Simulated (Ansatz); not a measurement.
`C[Si](C)(Cl)CCC(F)(F)C(F)(F)C(F)(F)C(F)(F)C(F)(F)C(F)(F)F` with charge -1. Charge -1, multiplicity 2. Geometry r2SCAN-D4/def2-SVP, that of the neutral singlet.

```xyz
35

C     3.117   -2.200    2.384
Si    2.275   -0.761    3.228
C     3.435    0.687    3.455
Cl    1.652   -1.394    5.123
C     0.712   -0.252    2.309
C     0.964    0.259    0.890
C    -0.331    0.629    0.195
F    -0.965    1.626    0.864
F    -1.168   -0.442    0.165
C    -0.111    1.093   -1.264
F     0.846    2.050   -1.250
F     0.350    0.041   -1.979
C    -1.296    1.720   -2.047
F    -0.806    2.087   -3.248
F    -1.696    2.827   -1.395
C    -2.584    0.883   -2.302
F    -3.377    1.672   -3.062
F    -3.195    0.665   -1.127
C    -2.418   -0.469   -3.045
F    -1.963   -1.393   -2.184
F    -1.542   -0.332   -4.057
C    -3.746   -1.002   -3.647
F    -4.722   -0.943   -2.741
F    -3.568   -2.271   -4.009
F    -4.096   -0.297   -4.718
H     3.479   -1.918    1.381
H     2.427   -3.052    2.272
H     3.985   -2.544    2.969
H     4.309    0.397    4.060
H     3.808    1.055    2.484
H     2.933    1.522    3.968
H     0.196    0.525    2.900
H     0.031   -1.121    2.280
H     1.460   -0.501    0.263
H     1.604    1.155    0.887
```

Single mean-field runs in def2-TZVP are fitted with def2-universal-jkfit. At LDA (SPW92)/def2-TZVP, PBE-D4/def2-TZVP, PBE0-D4/def2-TZVP the highest occupied level of the charge -1 doublet lies above zero (up to 2.66 eV). By energy differences it is unbound by 1.06 eV (vertical, against the charge 0 singlet, at PBE-D4/def2-TZVP) and held by the finite basis. At LDA (SPW92)/def2-TZVP, PBE-D4/def2-TZVP the gap within one spin of the charge -1 doublet nearly closes, so an electron or hole may be smeared out by delocalisation error.

(1) Estimate the α-spin orbital energies around the gap (eV) in Ansatz with LDA (SPW92)/def2-TZVP, PBE-D4/def2-TZVP, PBE0-D4/def2-TZVP.

Results:

(1) 
| orbital | LDA (SPW92)/def2-TZVP | PBE-D4/def2-TZVP | PBE0-D4/def2-TZVP |
| --- | --- | --- | --- |
| HOMO−5 | -5.36 | -5.19 | -6.67 |
| HOMO−4 | -5.27 | -5.08 | -6.56 |
| HOMO−3 | -4.98 | -4.77 | -6.44 |
| HOMO−2 | -4.44 | -4.25 | -5.49 |
| HOMO−1 | -4.21 | -4.02 | -5.30 |
| HOMO | 2.35 | 2.66 | 2.64 |
| LUMO | 2.30 | 2.62 | 3.15 |
| LUMO+1 | 2.38 | 2.72 | 3.71 |
| LUMO+2 | 2.78 | 3.08 | 4.12 |
| LUMO+3 | 3.10 | 3.42 | 4.19 |
| LUMO+4 | 3.30 | 3.64 | 4.50 |
| LUMO+5 | 3.34 | 3.66 | 4.64 |
| β HOMO | -4.20 | -4.01 | -5.28 |
| β LUMO | 2.38 | 2.74 | 3.65 |
